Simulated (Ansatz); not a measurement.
Calculation: B3LYP-D3(BJ)/def2-TZVP (Ansatz, a quantum-chemistry and plane-wave program). No frequencies were computed at this level.

Ansatz 0.2 input:
```yaml
crystal:
  periodic: [false, false, false]
  atoms:
    - { symbol: C, position_ang: [-1.007712, -0.043982, -0.020325] }
    - { symbol: Al, position_ang: [0.964262, 0.046747, 0.010379] }
    - { symbol: Br, position_ang: [2.06169, 2.022801, 0.071567] }
    - { symbol: Br, position_ang: [2.232693, -1.825021, 0.004887] }
    - { symbol: H, position_ang: [-1.372397, -0.794611, -0.728995] }
    - { symbol: H, position_ang: [-1.421334, -0.322141, 0.954777] }
    - { symbol: H, position_ang: [-1.457204, 0.916206, -0.292289] }
basis:
  gaussian: { orbitals: def2-tzvp }
hamiltonian:
  xc: b3lyp
  dispersion: d3bj
relax:
  max_steps: 150
```

Output:

```
Functional definition: B3LYP
1397 factors; their error is unknown
mean field evaluation 1: about -147774.4374 eV, gradient 5.7e1 eV
mean field evaluation 2: about -147767.8118 eV, gradient 6.8e1 eV
mean field evaluation 4: about -147781.7674 eV, gradient 4.1e0 eV
mean field evaluation 8: about -147781.8006 eV, gradient 6.9e-2 eV
mean field evaluation 16: about -147782.4913 eV, gradient 4.2e-5 eV
mean field -147782.49129336 eV, -5430.9063844605 hartree, gradient 4.2e-5 eV, S^2 0.000000; 0 other end points of the search recorded, 0 dependent functions left out
reference -147782.49155981 eV, -5430.9063942525 hartree; 46, 46 occupied and 136, 136 virtual orbitals, 1397 factors
relax step   1: F+E_penalty+E_count = -147782.81541299 eV  Δ(F+E_penalty+E_count) = +0.000e0 eV  max|allowed force component| = 5.632e-1 eV/Å  Δτ_max = 0.0000 Å  (27 SCF iters, accepted)
these checks for a lower state are left out or cut short: starts, cluster_reference, orbital_swaps, neighbouring_geometries, increment
1397 factors; their error is unknown
mean field -147782.50552138 eV, -5430.9069073306 hartree, gradient 1.9e-5 eV, S^2 0.000000; 0 other end points of the search recorded, 0 dependent functions left out
reference -147782.50578684 eV, -5430.9069170863 hartree; 46, 46 occupied and 136, 136 virtual orbitals, 1397 factors
relax step   2: F+E_penalty+E_count = -147782.83241309 eV  Δ(F+E_penalty+E_count) = -1.700e-2 eV  max|allowed force component| = 2.090e-1 eV/Å  Δτ_max = 0.0336 Å  (30 SCF iters, accepted)
these checks for a lower state are left out or cut short: starts, cluster_reference, orbital_swaps, neighbouring_geometries, increment
1397 factors; their error is unknown
mean field -147782.50621715 eV, -5430.9069328999 hartree, gradient 1.9e-5 eV, S^2 0.000000; 0 other end points of the search recorded, 0 dependent functions left out
reference -147782.50648225 eV, -5430.9069426421 hartree; 46, 46 occupied and 136, 136 virtual orbitals, 1397 factors
relax step   3: F+E_penalty+E_count = -147782.83393401 eV  Δ(F+E_penalty+E_count) = -1.521e-3 eV  max|allowed force component| = 2.366e-2 eV/Å  Δτ_max = 0.0110 Å  (31 SCF iters, accepted)
these checks for a lower state are left out or cut short: starts, cluster_reference, orbital_swaps, neighbouring_geometries, increment
1397 factors; their error is unknown
mean field evaluation 32: about -147781.8163 eV, gradient 5.0e-1 eV
mean field -147782.50625937 eV, -5430.9069344514 hartree, gradient 1.9e-5 eV, S^2 0.000000; 0 other end points of the search recorded, 0 dependent functions left out
reference -147782.50652446 eV, -5430.9069441933 hartree; 46, 46 occupied and 136, 136 virtual orbitals, 1397 factors
relax step   4: F+E_penalty+E_count = -147782.83397043 eV  Δ(F+E_penalty+E_count) = -3.642e-5 eV  max|allowed force component| = 6.087e-3 eV/Å  Δτ_max = 0.0028 Å  (31 SCF iters, accepted)
1397 factors; their error is unknown
mean field -147782.50625937 eV, -5430.9069344514 hartree, gradient 1.9e-5 eV, S^2 0.000000; 1 other end points of the search recorded, 0 dependent functions left out
reference -147782.50652446 eV, -5430.9069441933 hartree; 46, 46 occupied and 136, 136 virtual orbitals, 1397 factors
Total energy: -147782.83423552 eV, -5430.9189873526 hartree
Atom 0 at    -0.999760    -0.040647    -0.025153 Å, force     0.006087     0.004733    -0.004234 eV/Å
Atom 1 at     0.932179     0.049250     0.009143 Å, force     0.000783     0.001698    -0.000528 eV/Å
Atom 2 at     2.033358     2.021355     0.073409 Å, force     0.000573    -0.000453     0.000495 eV/Å
Atom 3 at     2.191115    -1.827349     0.007442 Å, force    -0.000729    -0.000645     0.000662 eV/Å
Atom 4 at    -1.340001    -0.798954    -0.732969 Å, force    -0.002366    -0.001947    -0.000088 eV/Å
Atom 5 at    -1.377065    -0.324213     0.961055 Å, force    -0.001375    -0.001911     0.002832 eV/Å
Atom 6 at    -1.439828     0.920557    -0.292925 Å, force    -0.002973    -0.001475     0.000860 eV/Å
Dipole moment:    -0.402770    -0.016267    -0.009736 e Å
```

Cost: around 60 core-seconds (rough).
